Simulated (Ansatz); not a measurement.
Calculated with Ansatz (gas phase, PBE0-D4/def2-TZVP geometries, no zero-point term in ΔE). CCSD(T)/CBS is the MP2 limit (def2-TZVPP, def2-QZVPP) plus CCSD(T) − MP2 in def2-TZVPP, frozen cores. Functionals use def2-TZVPP. B3LYP here is the variant with VWN-RPA as its local correlation; programs differ in this. One conformer a species, not always the lowest.

Consider the ligand exchange at the Si–C bond: `O[SiH2]/C=C\[SiH](O)O` + `S[SiH2]Cl` → `O[SiH](O)S[SiH2]Cl` + `C=C[SiH2]O`.

| level | ΔE (kcal/mol) |
| --- | --- |
| PBE-D4 | -15.2 |
| B3LYP-D4 | -14.7 |
| B2PLYP | -15.6 |
| HF/def2-TZVPP | -17.7 |
| MP2/def2-TZVPP | -16.5 |
| CCSD(T)/def2-TZVPP | -15.2 |
| HF/def2-QZVPP | -17.8 |
| HF/CBS(def2) | -17.8 |

(1) What does CCSD(T)/CBS give? (Best estimate.)

Largest T1 diagnostic among the species: 0.012.

Results:

(1) Ansatz gave: -16.2 kcal/mol. The listed levels differ from it by 1.0, 1.5, 0.6, -1.5, -0.3, 1.0, -1.6, -1.6 kcal/mol.

In def2-TZVPP, CCSD(T) changes the Hartree–Fock value by +2.5 kcal/mol (the triples alone add +0.2 kcal/mol) and MP2 by +1.1 kcal/mol. From PBE to PBE0 (25 % exact exchange), in def2-TZVPP and without D4, ΔE moves by −0.7 kcal/mol.
